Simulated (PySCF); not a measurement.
# Assignment exercise: C3H15N3Si3

Structure with atom numbers: `[CH3:1][CH2:2][CH2:3][N:4]1[SiH2:5][NH:6][SiH2:7][NH:8][SiH2:9]1`; H(Xn) means a hydrogen on atom n.

[PySCF 2.14.0 with density-fitted response routines: PBE0/pcSseg-1 with gauge-including orbitals; geometry: GFN2-xTB; gas phase; non-relativistic; one conformer; fast rotation and ring inversion assumed for equivalent nuclei]

Referencing at the same level of theory: $^{13}$C (186.93 ppm), $^{1}$H (31.72 ppm) against TMS.

(1) Assign these signals to the numbered atoms. $^{13}$C{$^{1}$H} NMR (computed): δ 49.4 (CH2), 30.7 (CH2), 13.3 (CH3).

(2) Assign these signals to the numbered atoms. $^{1}$H NMR (400 MHz, computed): δ 5.50 (s, 2H), 5.40 (s, 4H), 2.78 (t, 2H), 1.64 (m, 2H), 0.93 (t, 3H), -0.58 (br s, 2H).

## Answers

(1) 
49.4 → C3, sp3 CH2 bonded to N: the inductive effect lowers its shielding
30.7 → C2, sp3 CH2: a saturated carbon with 2 carbon neighbours and no heteroatom attached
13.3 → C1, methyl carbon: saturated and bonded to C and H only

(2) 
5.50 → H(Si7), hydrogen on a silicon bonded to 2 N, in a 6-membered ring
5.40 → H(Si5)/H(Si9), hydrogen on a silicon bonded to 2 N, in a 6-membered ring
2.78 → H(C3), hydrogen on an sp3 CH2 bonded to N: its carbon carries N, an electronegative neighbour
1.64 → H(C2), hydrogen on an sp3 CH2
0.93 → H(C1), hydrogen on a methyl carbon: far from electronegative atoms and π systems
-0.58 → H(N6)/H(N8), hydrogen on a nitrogen bonded to 2 Si, in a 6-membered ring: exchangeable; this is the value without hydrogen bonding to other molecules

H(Si7) and H(Si5)/H(Si9) lie closer than the usual error of such a calculation, so a measured spectrum could show them in the other order.

OH/NH shifts are gas-phase values; hydrogen bonding in solution moves them, usually downfield. Shifts are as computed. Against solution values, carbons near 30 ppm lie about +3 ppm off and those near 130 ppm about +5 ppm. Of 1211 compounds with measured shifts, 218 miss one by over three times the rms of a fit or turn the order of signals round; such compounds aren't used in these exercises. Multiplicities follow the n + 1 count of equivalent neighbours, as no J values were calculated; m marks all less simple cases, F and P coupling included.
